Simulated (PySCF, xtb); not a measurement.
SiClFI₂, SMILES F[Si](Cl)(I)I.

Harmonic wavenumbers (cm⁻¹) from GFN2-xTB (xtb) at its own minimum, in rising order: 73, 103, 144, 175, 181, 313, 488, 572, 854.

Q: What does PySCF with B3LYP-D3(BJ)/def2-SVP give at its own minimum? (Estimate from the structure and the level; the computed values follow.)

A: 81, 117, 161, 193, 208, 307, 452, 583, 913. Paired by order, the mean absolute difference is 22 cm⁻¹ and the zero-point energies are 4.1 and 4.3 kcal/mol.
